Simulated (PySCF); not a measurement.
Mg(Cl)(OH) (ClHMgO), SMILES [Mg]([OH])[Cl].

Geometry: PBE-D3(BJ)/def2-TZVP. Other conformers were not sampled.

Computed with PBE-D3(BJ)/def2-TZVP in PySCF.

Frequencies are harmonic and unscaled.

Computed vibrational spectrum:
| mode | ν (cm⁻¹) | IR (km/mol) | moving atoms (share of kinetic energy) |
|---|---|---|---|
| 1 | 131 | 45.7 | Mg 62 %, O 21 %, Cl 9 %, H 8 % |
| 2 | 138 | 16.6 | Mg 56 %, H 23 %, O 13 %, Cl 9 % |
| 3 | 288 | 118.2 | H 71 %, O 24 % |
| 4 | 401 | 31.8 | Cl 49 %, O 23 %, Mg 16 %, H 11 % |
| 5 | 797 | 118.1 | Mg 52 %, O 39 % |
| 6 | 3880 | 70.7 | H 94 % |
